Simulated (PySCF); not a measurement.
**Assignment exercise: C3H12FPSi3**

Structure with atom numbers: `[F:1][C@@H:2]1[CH2:3][CH2:4][SiH2:5][SiH2:6][Si@@H:7]1[PH2:8]`. Each H is labelled by its parent atom. Ha(C3), Ha(C4), Ha(Si5), Ha(Si6) are cis to F1 on the ring; Hb(C3), Hb(C4), Hb(Si5), Hb(Si6) are trans to F1 on the ring.

[PySCF 2.14: NMR shieldings at PBE0/pcSseg-1/GIAO; geometry: GFN2-xTB; one conformer; equivalent nuclei averaged; non-relativistic; no solvent]

δ = σ(ref) − σ, references computed at the same level: TMS for $^{13}$C (σref 186.93) and $^{1}$H (σref 31.72).

Question: Assign these signals to the numbered atoms. $^{13}$C{$^{1}$H} NMR (computed): δ 91.4, 33.1, 2.5.

Answer: 
| δ (ppm) | atoms | environment | reason |
| --- | --- | --- | --- |
| 91.4 | C2 | sp3 CH bonded to F and Si | the inductive effect lowers its shielding |
| 33.1 | C3 | sp3 CH2 in a ring | saturated and bonded to C and H only |
| 2.5 | C4 | sp3 CH2 bonded to Si | an electropositive neighbour leaves it electron-rich and shielded |

Question: Assign these signals to the numbered atoms. $^{1}$H NMR (500 MHz, computed): δ 5.27 (m, 1H), 4.23 (m, 1H), 4.07 (m, 1H), 3.97 (m, 1H), 3.60 (m, 1H), 3.49 (m, 1H), 2.92 (m, 1H), 1.50 (m, 1H), 1.45 (m, 1H), 1.23 (m, 2H), 0.97 (m, 1H).

Answer: 
| δ (ppm) | atoms | environment | reason |
| --- | --- | --- | --- |
| 5.27 | H(C2) | hydrogen on an sp3 CH bonded to F and Si | its carbon carries F, which withdraws density |
| 4.23 | H(Si7) | hydrogen on a silicon bonded to C, P, Si, in a 6-membered ring | – |
| 4.07 | Ha(Si5) | hydrogen on a silicon bonded to C, Si, in a 6-membered ring | – |
| 3.97 | Hb(Si5) | hydrogen on a silicon bonded to C, Si, in a 6-membered ring | – |
| 3.60 | Ha(Si6) | hydrogen on a silicon bonded to 2 Si, in a 6-membered ring | – |
| 3.49 | Hb(Si6) | hydrogen on a silicon bonded to 2 Si, in a 6-membered ring | – |
| 2.92 | Ha(C3) | hydrogen on an sp3 CH2 in a ring | – |
| 1.50 | Hb(C3) | hydrogen on an sp3 CH2 in a ring | – |
| 1.45 | Ha(C4) | hydrogen on an sp3 CH2 bonded to Si | – |
| 1.23 | H(P8) | hydrogen on a phosphorus bonded to Si | – |
| 0.97 | Hb(C4) | hydrogen on an sp3 CH2 bonded to Si | – |

Ha(Si5) and Hb(Si5); Ha(Si6) and Hb(Si6); Hb(C3) and Ha(C4) lie closer than the usual error of such a calculation, so a measured spectrum could show them in the other order.

Splittings by $^{19}$F and $^{31}$P in the carbon and heteronuclear signals aren't shown, as no couplings were computed. Shifts are as computed. Against solution values, carbons near 30 ppm lie about +3 ppm off and those near 130 ppm about +5 ppm. Of 1211 compounds with measured shifts, 218 miss one by over three times the rms of a fit or turn the order of signals round; such compounds aren't used in these exercises. Multiplicities follow the n + 1 count of equivalent neighbours, as no J values were calculated; m marks all less simple cases, F and P coupling included.
